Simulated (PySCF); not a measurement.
The potential of point charges around `COC[SiH2]B(F)F`

Species: `COC[SiH2]B(F)F`. Coordinates (PBE0-D3(BJ)/def2-SVP, Å) and charges (e) from the PBE0/pcSseg-1 density (PySCF):

| atom | x | y | z | Mulliken | IAO | Hirshfeld | ESP-fitted |
| --- | --- | --- | --- | --- | --- | --- | --- |
| C1 | -1.619 | -1.487 | 0.512 | -0.0328 | -0.1918 | -0.0368 | -0.2011 |
| O2 | -0.632 | -0.708 | -0.095 | -0.5233 | -0.3830 | -0.1362 | -0.2470 |
| C3 | -0.590 | 0.620 | 0.364 | -0.2483 | -0.3131 | -0.0851 | -0.0635 |
| Si4 | 0.843 | 1.420 | -0.593 | +0.3743 | +0.5517 | +0.2605 | +0.1072 |
| B5 | 2.298 | 0.020 | -0.418 | +0.5484 | +0.5065 | +0.2266 | +0.5415 |
| F6 | 2.892 | -0.566 | -1.437 | -0.2784 | -0.3009 | -0.1378 | -0.2624 |
| F7 | 2.681 | -0.373 | 0.785 | -0.2879 | -0.3066 | -0.1388 | -0.2479 |
| H8 | -2.632 | -1.081 | 0.326 | +0.0921 | +0.1196 | +0.0365 | +0.0892 |
| H9 | -1.561 | -2.498 | 0.087 | +0.1264 | +0.1562 | +0.0519 | +0.1338 |
| H10 | -1.472 | -1.553 | 1.608 | +0.0922 | +0.1201 | +0.0369 | +0.0998 |
| H11 | -0.373 | 0.662 | 1.453 | +0.1316 | +0.1241 | +0.0340 | +0.0640 |
| H12 | -1.556 | 1.141 | 0.210 | +0.1285 | +0.1247 | +0.0347 | +0.1005 |
| H13 | 0.475 | 1.675 | -2.017 | -0.0573 | -0.1014 | -0.0727 | -0.0546 |
| H14 | 1.240 | 2.711 | 0.051 | -0.0655 | -0.1060 | -0.0741 | -0.0594 |

Points outside the species (Å): A (1.6, -3.9, -0.4); B (3.3, -1.1, -4.7); C (-1.1, -1.0, 5.4).

Q: Find the potential V = 14.3996 V·Å × Σ q/r of each set of charges at these points.

A: In volts:

| point | nearest atom | distance (Å) | Mulliken | IAO | Hirshfeld | ESP-fitted |
| --- | --- | --- | --- | --- | --- | --- |
| A | H9 | 3.49 | -0.439 | -0.426 | -0.127 | -0.198 |
| B | F6 | 3.33 | -0.268 | -0.283 | -0.132 | -0.250 |
| C | H10 | 3.85 | +0.077 | +0.067 | +0.047 | +0.110 |

Q: How far are the other sets from the ESP-fitted one at these points?

A: Root-mean-square difference: Hirshfeld 0.087 V, IAO 0.136 V, Mulliken 0.141 V. The ESP scheme fits charges at the nuclei, held to the total charge, to the electrostatic potential on points at 1.4 to 2.0 times the van der Waals radii.

Q: What energy would a point charge of -1 e have at B in the field of the ESP charges, leaving out polarisation?

A: +0.250 eV = +24.1 kJ/mol, a repulsion.

Isolated species at its PBE0-D3(BJ)/def2-SVP geometry (one conformer only).

Conformer computed: `[CH3:1][O:2][CH2:3][SiH2:4][B:5]([F:6])[F:7]`: C1–O2–C3–Si4 179°, O2–C3–Si4–B5 -46°, C3–Si4–B5–F6 122°.
